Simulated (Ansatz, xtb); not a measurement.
System: CaCl (charge 0, doublet). 
Structure (B3LYP-D3(BJ)/def2-TZVP (Ansatz, a quantum-chemistry and plane-wave program) minimum search):
```
Ca
Cl 1 2.4444
```
Charge 0, spin multiplicity 2.

Harmonic wavenumbers from GFN2-xTB (xtb, at its own minimum), cm⁻¹: 271.

### Question
Give the harmonic wavenumbers at B3LYP-D3(BJ)/def2-TZVP (Ansatz, finite differences of forces, unscaled).

### Answer
365 cm⁻¹. Zero-point energy 0.5 kcal/mol.

### Question
From these and the geometry, give the ideal-gas thermochemistry at 298.15 K and 1 atm (rigid rotor, harmonic oscillator).

### Answer
Point group C∞v, rotational symmetry number 1. Rotational constants 4.496, 4.496 GHz. S(trans) 38.88, S(rot) 16.36, S(vib) 1.10, S(elec, spin only) 1.38, S 57.7 cal/(mol K). H(298) - H(0) 2.29 kcal/mol; G - E(el) -14.4 kcal/mol.
